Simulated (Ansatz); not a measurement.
Reaction (hydrogenolysis of a C–Cl bond): `[SiH3]C(Cl)(Cl)[TeH]` + H₂ → `[SiH3]C(Cl)[TeH]` + HCl

Computed with Ansatz on PBE0-D4/def2-TZVP structures; ΔE is electronic, products minus reactants. CCSD(T)/CBS is the MP2 limit (def2-TZVPP, def2-QZVPP) plus CCSD(T) − MP2 in def2-TZVPP, frozen cores. This one scheme is used for every species. Functionals use def2-TZVPP. B3LYP here is the variant with VWN-RPA as its local correlation; programs differ in this. Elements past krypton have def2 core potentials. For Te outer-core shells are correlated without core-valence functions, which leaves a few kJ/mol of doubt a bond.

`[SiH3]C(Cl)(Cl)[TeH]`:

```xyz
9

Si    0.751    0.854   -0.327
C    -0.600   -0.138    0.565
Cl    0.093   -0.877    2.022
Cl   -1.928    0.968    1.000
Te   -1.488   -1.609   -0.757
H     1.796   -0.107   -0.757
H     1.310    1.845    0.625
H     0.135    1.527   -1.494
H    -0.069   -2.462   -0.878
```

H₂:

Cartesian coordinates in Å:
```
H -0.204 -0.132 -0.283
H 0.204 0.132 0.283
```

`[SiH3]C(Cl)[TeH]`:

Cartesian coordinates in Å:
```
Si 0.251 -0.998 0.442
C -0.774 0.434 -0.231
Cl -1.420 1.390 1.132
Te 0.335 1.579 -1.668
H -0.551 -1.756 1.438
H 0.631 -1.888 -0.684
H 1.463 -0.441 1.090
H -1.632 0.066 -0.797
H 1.695 1.614 -0.721
```

HCl:

Cartesian coordinates in Å:
```
Cl 0.534 0.192 0.294
H -0.534 -0.192 -0.294
```

Task: Is it downhill or uphill in electronic energy at CCSD(T)/CBS, and by how much? (An estimate is asked.)

Result: Computed: Downhill: ΔE = -97.1 kJ/mol.

Task: What do these levels give: r2SCAN-D4, PBE0-D4, B3LYP-D4, ωB97M-V, PBE0, B3LYP, MP2/def2-TZVPP, SCS-MP2/def2-TZVPP, CCSD/def2-TZVPP, CCSD(T)/def2-TZVPP, HF/def2-QZVPP, MP2/def2-QZVPP? (Best estimate.)

Result: The calculation gave: r2SCAN-D4 -95.2, PBE0-D4 -100.1, B3LYP-D4 -96.2, ωB97M-V -99.2, PBE0 -107.5, B3LYP -110.4, MP2/def2-TZVPP -92.7, SCS-MP2/def2-TZVPP -98.2, CCSD/def2-TZVPP -112.2, CCSD(T)/def2-TZVPP -103.5, HF/def2-QZVPP -135.0, MP2/def2-QZVPP -89.1 kJ/mol.

Largest T1 diagnostic among the species: 0.011.

In def2-TZVPP, CCSD(T) changes the Hartree–Fock value by +31.3 kJ/mol (the triples alone add +8.8 kJ/mol) and MP2 by +42.1 kJ/mol. From PBE to PBE0 (25 % exact exchange), in def2-TZVPP and without D4, ΔE moves by −10.3 kJ/mol.
